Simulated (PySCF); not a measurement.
**Ionisation energy of Tm⁶⁰⁺ by level of theory**

Tm⁶⁰⁺ [He] 2s2 2p5 [2p1/2^2 2p3/2^3, M_J = 3/2] → Tm⁶¹⁺ [He] 2s2 2p4 [2p1/2^2 2p3/2^2, M_J = 2], as a difference of total energies. Calculation: PySCF 2.14, in an even-tempered Gaussian basis (17 s from 42 bohr⁻², ratio 2.4; 13 p from 55 bohr⁻², ratio 2.4; 5 d from 190 bohr⁻², ratio 2.6; 4 f from 290 bohr⁻², ratio 2.6); the two-component X2C-1e Hamiltonian. Correlated levels: nothing frozen; the 30 highest virtual spinors dropped. "Screened" scales the spin-orbit matrix elements by Boettger's factors to mimic the two-electron term; Breit and QED terms are absent.

| method | ionisation energy (eV) |
| --- | --- |
| GHF (spin-free) | 13959.7 |
| GMP2 (spin-free) | 13961.4 |
| GHF (screened spin-orbit) | 13665.8 |
| GMP2 (screened spin-orbit) | 13667.4 |

For this ion Breit and QED terms and the two-electron picture change, all absent here, outweigh the correlation shift from GHF to GMP2.

The spin-free rows relax to the high-spin LS determinant and lack the spin-orbit shift.

The labels give the starting determinants; with spin-orbit coupling the two ends relaxed to ⟨J²⟩ = 3.75, ⟨L²⟩ = 2.02, ⟨S²⟩ = 0.77 and ⟨J²⟩ = 6.00, ⟨L²⟩ = 3.28, ⟨S²⟩ = 1.38.

For comparison: 13651 ± 10 eV (theoretical estimate listed by NIST; NIST Atomic Spectra Database, ionization energies).
